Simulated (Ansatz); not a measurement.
Cost and result for the atomization energy of C3H6IN (`C=C(N)CI`) (11 atoms, 10 bonds).

| atom | x (Å) | y (Å) | z (Å) |
| --- | --- | --- | --- |
| C1 | -0.1989 | -1.1094 | -1.0322 |
| C2 | -0.2159 | -0.1481 | -0.1020 |
| N3 | -1.3060 | 0.6562 | 0.1799 |
| C4 | 0.9452 | 0.0400 | 0.7997 |
| I5 | 1.8362 | 2.0067 | 0.5859 |
| H6 | 0.6654 | -1.7472 | -1.1487 |
| H7 | -1.0524 | -1.2948 | -1.6737 |
| H8 | -1.0659 | 1.5876 | 0.4881 |
| H9 | -2.0169 | 0.6696 | -0.5340 |
| H10 | 1.7454 | -0.6602 | 0.5868 |
| H11 | 0.6638 | -0.0005 | 1.8502 |

Total charge 0; spin multiplicity 1. Correlated methods include outer-core shells of I, which these sets cover unevenly. I: def2 effective core potential. Geometry: relaxed with PBE0-D4/def2-TZVP. It is one conformer, not always the lowest. Program: Ansatz. All runs use 4 threads of an Intel Xeon on a shared host. Times are those of one run each, without the atoms' runs, and a repeat can differ threefold. Electronic energies, without spin–orbit coupling; frozen cores. CCSD(T)/CBS adds CCSD(T) − MP2 in def2-TZVPP to the MP2 limit, and its time is that of the two runs behind it. T1 = 0.010. With those shells the extrapolation isn't a true limit. B3LYP takes the VWN-RPA correlation (the form of Gaussian; ORCA's B3LYP/G).

CCSD(T)/CBS is a level of theory with its own doubt, some kJ/mol a heavy atom from the limit and from the frozen cores, so smaller differences don't rank the functionals.

```
                             level  functions  wall time  atomization (kcal/mol)  difference from CCSD(T)/CBS  per bond
   PBE-D4/def2-TZVPP (with forces)        258      2.4 s                  1025.2                         31.5       3.1
                PBE0-D4/def2-TZVPP        258      2.6 s                  1003.1                          9.4       0.9
r2SCAN-D4/def2-TZVPP (with forces)        258      3.7 s                   995.0                          1.3       0.1
 B3LYP-D4/def2-TZVPP (with forces)        258        4 s                   996.1                          2.4       0.2
                 B2PLYP/def2-TZVPP        258      5.5 s                   983.4                        -10.3      -1.0
                ωB97X-V/def2-TZVPP        258      6.5 s                   992.7                         -1.0      -0.1
  ωB97M-V/def2-TZVPP (with forces)        258        9 s                   994.0                          0.3       0.0
                    MP2/def2-QZVPP        490       20 s                  1000.4                          6.7       0.7
                CCSD(T)/def2-TZVPP        258    2.6 min                   965.4                        -28.3      -2.8
                 CCSD(T)/CBS(def2)          –      3 min                   993.7                          0.0       0.0
```

The D4 term adds +9.9 kcal/mol with B3LYP and +5.2 kcal/mol with PBE0; it sums over pairs of atoms, weighted by their polarisabilities, and B3LYP, whose exchange is more repulsive, gets the larger term. In def2-TZVPP, CCSD(T) changes the Hartree–Fock value by +264.0 kcal/mol (the triples alone add +18.0 kcal/mol) and MP2 by +282.4 kcal/mol; breaking electron pairs costs correlation energy, which Hartree–Fock lacks. From PBE to PBE0 (25 % exact exchange), in def2-TZVPP and without D4, the atomization energy moves by −21.1 kcal/mol: exact exchange takes away binding that semilocal exchange gives to molecules.

Spin–orbit coupling would lower the free I atoms strongly, and the atomization energy with them, by more than many differences here.
